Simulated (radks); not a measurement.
Results of a calculation; reference values are marked as such.
Rb-, configuration [Kr] 5s2. Level of theory: scalar-relativistic Kohn-Sham, PBEsol, spin-unpolarised, spherical densities, point nucleus; hard spherical wall at 3 bohr (a radial shooting solver on a logarithmic mesh with Libxc functionals).

Normalised radial functions P(r) = r R(r), r in bohr:

r,3p,3d,4d
0.001734,0.0022,0.0000,0.0000
0.002204,0.0034,0.0000,0.0000
0.002825,0.0053,0.0000,0.0000
0.003591,0.0083,0.0000,0.0000
0.004601,0.0130,0.0001,0.0000
0.00585,0.0201,0.0002,0.0001
0.007496,0.0313,0.0004,0.0001
0.009606,0.0486,0.0008,0.0003
0.01221,0.0738,0.0015,0.0005
0.01565,0.1121,0.0031,0.0010
0.01989,0.1655,0.0059,0.0020
0.02549,0.2422,0.0116,0.0038
0.03241,0.3406,0.0218,0.0072
0.04153,0.4667,0.0410,0.0136
0.05322,0.6081,0.0753,0.0250
0.06765,0.7362,0.1314,0.0435
0.08669,0.8157,0.2248,0.0743
0.1102,0.7827,0.3609,0.1189
0.1412,0.5714,0.5557,0.1819
0.1795,0.1664,0.7898,0.2557
0.2301,-0.4136,1.0481,0.3320
0.2948,-1.0115,1.2652,0.3840
0.3748,-1.4125,1.3692,0.3813
0.4803,-1.4920,1.3178,0.2966
0.6106,-1.2474,1.1180,0.1265
0.7824,-0.8187,0.8153,-0.1267
0.9946,-0.4263,0.5132,-0.4123
1.275,-0.1628,0.2639,-0.6926
1.633,-0.0439,0.1084,-0.8748
2.076,-0.0084,0.0357,-0.8380
2.661,-0.0008,0.0069,-0.3859

3p: eigenvalue -189.80 eV, 1 radial node at r = 0.194 bohr, <r> = 0.521 bohr, 90 % of the charge inside 0.794 bohr. 3d: eigenvalue -69.311 eV, 0 radial nodes, <r> = 0.531 bohr, 90 % of the charge inside 0.868 bohr. 4d (empty): eigenvalue 37.993 eV, 1 radial node at r = 0.697 bohr, <r> = 1.74 bohr, 90 % of the charge inside 2.37 bohr.
